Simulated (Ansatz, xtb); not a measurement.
# Relative energy of two isomers of C6H5FO2

Structure X is `O=C(O)C1=CC=C(F)C1`, a singlet and structure Y is `Cc1ccoc1C(=O)F`, a singlet. Both are isolated molecules in the gas phase, relaxed with PBE0-D3(BJ)/def2-SVP; the shapes shown needn't be the lowest conformers.

X (Å):

```
atom    x (Å)    y (Å)    z (Å)
   C  -0.6734  -0.2013  -2.1746
   C  -0.9611   0.7785  -1.1321
   C  -0.1128   1.6781  -0.5648
   C  -0.8112   2.4651   0.4363
   C  -2.0885   2.0236   0.4597
   C  -2.3160   0.9251  -0.5162
   F  -3.0620   2.4677   1.2277
   O  -1.4855  -0.9725  -2.6309
   O   0.6038  -0.1697  -2.5924
   H   0.6766  -0.8531  -3.2749
   H   0.9402   1.7912  -0.8251
   H  -0.3890   3.2586   1.0508
   H  -2.6597  -0.0012  -0.0236
   H  -3.0921   1.1845  -1.2573
```

Y (Å):

```xyz
14

C    -0.1185   -0.8653   -0.4869
C    -0.3568    0.5840   -0.7274
C    -0.3882    1.2556   -1.9858
C    -0.6383    2.5715   -1.7134
C    -0.5945    1.5709    0.2073
C    -0.6821    1.5022    1.6557
F    -0.9294    2.6986    2.1986
O    -0.7640    2.7729   -0.4001
O    -0.5584    0.5320    2.3337
H    -0.8778   -1.4720   -1.0044
H     0.8633   -1.1659   -0.8845
H    -0.1517   -1.0965    0.5842
H    -0.2425    0.8117   -2.9684
H    -0.7490    3.4489   -2.3466
```

Quicker runs give these differences E(Y) − E(X): GFN2-xTB −10.3 kcal/mol; HF/STO-3G −18.7 kcal/mol (at GFN2-xTB geometries); r2SCAN-D4/def2-SVP −6.7 kcal/mol (at GFN2-xTB geometries).

Q: Estimate E(Y) − E(X) at the level CCSD(T)/def2-SVP + ΔMP2/def2-TZVPP.

A: Calculated at CCSD(T)/def2-SVP + ΔMP2/def2-TZVPP: E(Y) − E(X) = −3.4 kcal/mol, so structure Y lies lower.

How the difference moves with the method:

| level | geometry | E(Y) − E(X) (kcal/mol) | departure from the last row (kcal/mol) | job, with rough time for the two |
| --- | --- | --- | --- | --- |
| GFN2-xTB | GFN2-xTB | −10.3 | −6.9 | optimisation, 0.14 s |
| HF/STO-3G | GFN2-xTB | −18.7 | −15.3 | single point, 0.48 s |
| r2SCAN-D4/def2-SVP | GFN2-xTB | −6.7 | −3.3 | single point, 4.7 s |
| PBE0-D3(BJ)/def2-SVP | PBE0-D3(BJ)/def2-SVP | −5.6 | −2.2 | optimisation, 2.4 min |
| HF/def2-SVP | PBE0-D3(BJ)/def2-SVP | −1.8 | +1.6 | part of the CCSD(T) run |
| MP2/def2-SVP | PBE0-D3(BJ)/def2-SVP | −7.4 | −4.0 | part of the CCSD(T) run |
| CCSD(T)/def2-SVP | PBE0-D3(BJ)/def2-SVP | −5.5 | −2.1 | single point |
| CCSD(T)/def2-SVP + ΔMP2/def2-TZVPP | PBE0-D3(BJ)/def2-SVP | −3.4 |  | single point, 2.5 min |

As drawn, Y has 3 C∷C, 2 C∷O, 1 C–H in place of 1 C–O, 2 C–C, 2 C=C, 1 O–H (∷ is an aromatic bond). Structure X has a 5-membered ring, Y a 5-membered ring (with an aromatic ring).

The levels shown agree on the order. The largest departure from CCSD(T)/def2-SVP + ΔMP2/def2-TZVPP is that of HF/STO-3G, 15.3 kcal/mol. The last row adds to CCSD(T) the change of the MP2 difference between the two basis sets, here +2.1 kcal/mol.

With thermal terms from frequencies at re-optimised GFN2-xTB minima (ideal gas, soft modes damped towards free rotors, one conformer each, 298.15 K, 1 atm): the zero-point term adds +0.4 kcal/mol; ΔH is −2.8 and ΔG −3.4 kcal/mol.

The correlated steps freeze 9 core orbitals. Run with Ansatz 0.2.0, xtb 6.7.1; the last row on 4 threads of Arm Neoverse V1 on a shared host.
